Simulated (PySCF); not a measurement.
Radial density of Zr²⁺ (zirconium, charge +2)

BP86, [Kr] 4d2, high-spin 3F determinant. Calculation: PySCF 2.14, in def2-SVP with the def2 core potential (28 electrons) (5s3p2d1f, 31 functions); scalar relativity through the core potential. This is the valence pseudo-density: the core potential removes the inner electrons and smooths the orbitals near the nucleus.

| r (bohr) | 4πr²ρ (e/bohr) | 4πr²(ρα − ρβ) |
| --- | --- | --- |
| 0.0393 | 1.157e-05 | 0.0000 |
| 0.0661 | 3.098e-05 | 0.0000 |
| 0.111 | 7.980e-05 | 0.0000 |
| 0.187 | 0.0004367 | 0.0001 |
| 0.314 | 0.01687 | 0.0020 |
| 0.529 | 0.6374 | 0.0385 |
| 0.889 | 6.418 | 0.4068 |
| 1.50 | 6.738 | 1.0966 |
| 2.52 | 1.103 | 0.6212 |
| 4.23 | 0.06157 | 0.0592 |
| 7.12 | 0.0006338 | 0.0006 |

Energies and moments cover only the electrons outside the core potential.
